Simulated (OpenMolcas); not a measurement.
Levels of Os⁶⁺ by method

```
Program             : OpenMolcas 26.06
Basis               : ANO-RCC-VTZP [8s7p5d3f2g1h]
Scalar Hamiltonian  : DKH2, point nucleus
Active space        : 2 electrons in 5 orbitals (5d)
State averaging     : 2S+1 = 3 even, 10 roots; 2S+1 = 1 even, 15 roots
Spin-orbit coupling : state interaction with AMFI integrals over the reference wave functions, term energies averaged over their components
```

Methods on the same reference wave functions:
A. CASSCF
B. SS-CASPT2, IPEA 0.25 Eh, imaginary shift 0.1 Eh (closed shells correlated: 5s 5p)
C. XMS-CASPT2, IPEA 0.25 Eh, imaginary shift 0.1 Eh (closed shells correlated: 5s 5p)

Energies in cm-1 above 5d2 3F2, the measured ground level; measured values from van het Hof, Joshi, Wyart and Sugar, J. Res. Natl. Inst. Stand. Technol. 100, 687 (1995).

```csv
Level,A,B,C,Measured
5d2 3F2,0.0,0.0,0.0,0.0
5d2 3F3,10284,10610,10580,10308
5d2 3P0,17985,16390,16300,15837
5d2 3F4,18513,18530,18500,
5d2 3P1,24195,22980,22860,22098
5d2 1G4,33605,32120,32090,31274
5d2 3P2 [56 %],35603,33910,33920,33127
5d2 1S0,63762,58600,58720,57710
```

Deviations, from unrounded energies. A percentage is the sum of absolute deviations over the sum of measured energies, with the sign that they share, or ± where signs differ.

```
                        Against measurement  Levels     A     B     C
             mean absolute deviation (cm-1)       6  2500   710   690
      fine structure of the ground term (%)       1  -0.2  +2.9  +2.7
other terms of the ground configuration (%)       5  +9.4  +2.5  +2.4
```

B, C lie about equally close to measurement and A furthest from it. The largest miss of C in the table is 5d2 1S0, by +1000 cm-1. The ranking rests on the paired levels alone, and a cruder setting can come out closer through cancelling errors.

Between B and C the level of the table that moves most is 5d2 1S0, by 130 cm-1 (lowest in B, highest in C). Moves below CASPT2's spread within the term are not significant.

The mean deviations of B to C differ by less than CASPT2's widest spread within a term (510 cm-1), so their order carries little weight.

From A to B the spin-free energies of the other terms of 5d2 shown, above 3F, scale by factors of 0.88 to 0.89, as is usual when dynamic correlation screens the repulsion within a d or f shell.

The lowest spin-free term lies below A's lowest term by 0.219 hartree in B, 0.223 hartree in C.

Term energies are means over components that CASPT2 splits; among the terms shown or strongly mixed into the levels shown the widest spread is 510 cm-1 (5d2 1G, B). Without dynamic correlation excited terms often stand tens of per cent too high (terms of higher spin than the ground term too low), and those without a measured partner can miss by more than the paired ones (holds for A). Computed and measured levels are paired by configuration, term and J; levels that our copy of the source lacks, or whose pairing is in doubt (as where it misses far off the trend of its configuration), stay unpaired and out of the deviations. Only configurations of the active space appear. Levels that lie high or do not pair safely by name in every column are left out.

A share in square brackets marks a mixed level and gives the weight of the term that names it, the lowest over the columns.
